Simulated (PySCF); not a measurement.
Geometries of 2 isomers of C6H8FN, from PBE0-D3(BJ)/def2-SVP geometry optimisation, gas phase (PySCF 2.14.0). One conformer each, no zero-point energy, no frequencies.

Problem. Which is lower in electronic energy at this level?
A.
```xyz
16
angstrom
N     -0.089   -0.542   -2.963
C      0.355   -0.163   -1.963
C      0.895    0.306   -0.687
C      0.907   -0.834    0.350
C     -0.518   -0.806    0.890
C     -0.785    0.678    1.080
F     -0.244    1.071    2.293
C     -0.024    1.384   -0.051
H      1.905    0.695   -0.886
H      1.612   -0.570    1.153
H      1.214   -1.799   -0.074
H     -1.219   -1.214    0.143
H     -0.660   -1.360    1.828
H     -1.856    0.932    1.105
H      0.575    2.187    0.398
H     -0.695    1.842   -0.790
```
B.
```xyz
16
angstrom
N      2.910   -0.785    1.086
C      1.921   -1.703    0.548
C      0.629   -1.103    0.193
C     -0.414   -0.542   -0.073
C     -1.656    0.114   -0.377
C     -1.705    1.223   -1.420
C     -1.854    1.553    0.017
F     -0.833    2.186    0.633
H      3.083   -0.041    0.412
H      2.527   -0.322    1.909
H      1.751   -2.510    1.282
H      2.347   -2.202   -0.339
H     -2.545   -0.522   -0.302
H     -0.748    1.491   -1.873
H     -2.574    1.285   -2.078
H     -2.827    1.854    0.418
```

Solution. A. That is `N#C[C@@H]1CC[C@@H](F)C1`, 62.0 kcal/mol below the other.

```
                 SMILES                                    atoms numbered as above      E (Eh)  relative (kcal/mol)  relative (kJ/mol)  dipole (D)
N#C[C@@H]1CC[C@@H](F)C1  [N:1]#[C:2][C@@H:3]1[CH2:4][CH2:5][C@@H:6]([F:7])[CH2:8]1  -387.32477                  0.0                0.0        2.28
  NCC#C[C@@H]1C[C@@H]1F    [NH2:1][CH2:2][C:3]#[C:4][C@@H:5]1[CH2:6][C@@H:7]1[F:8]  -387.22603                 62.0              259.3        2.23
```

As drawn, the lower has a C≡N group, which the higher lacks; the higher has a three-membered ring, a C≡C bond and an N–H bond, which the lower lacks.
